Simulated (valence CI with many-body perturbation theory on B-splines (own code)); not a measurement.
# Which ion has this spectrum?

A relativistic CI+MBPT calculation for an atom or ion with 52 electrons gives these levels (cm⁻¹):

| J | Parity | E | g |
| --- | --- | --- | --- |
| 2 | even | 0.0 | 1.44 |
| 0 | even | 8170 |  |
| 1 | even | 9760 | 1.50 |
| 2 | even | 17078 | 1.06 |
| 0 | even | 36170 |  |
| 2 | odd | 97885 | 1.50 |
| 1 | odd | 103209 | 1.45 |
| 0 | odd | 107891 |  |
| 3 | odd | 111278 | 1.45 |
| 2 | odd | 111521 | 1.42 |
| 4 | odd | 111910 | 1.47 |
| 1 | odd | 112115 | 1.48 |
| 0 | odd | 112339 |  |
| 2 | odd | 116994 | 1.09 |

The energies are calculated, with errors of about 200 cm⁻¹, more in some levels.

Problem. Which is it?
A. Ba4+
B. I+
C. Xe2+
D. Te

Solution. C. Xe2+, ground level 5s²5p⁴ ³P_2.
